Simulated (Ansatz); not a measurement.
```xyz
3

C     0.0000    0.0000   -0.1940
H     0.0000    0.9308    0.5820
H     0.0000   -0.9308    0.5820
```

Basis set: cc-pVDZ (spherical functions). Left uncorrelated: 1 orbital. Charge 0, multiplicity 1.

Computed with Ansatz (development build ahead of 0.2.0); each method stands on the lowest determinant of its kind that the runs found. Restricted open shells among the atoms or ions are ROHF, correlated in semicanonical orbitals with singles.

Problem. Give the atomization energy at this shape (free ground-state atoms in the same class of orbitals less the molecule, no zero-point energy) of singlet CH2 by RHF-MP2, RHF.

Solution.

```csv
method,atomization energy
RHF-MP2,6.73 eV
RHF,5.15 eV
```

Caution: another spin multiplicity may lie lower; in another basis set an unrestricted determinant lies well below; the shape is not the minimum.
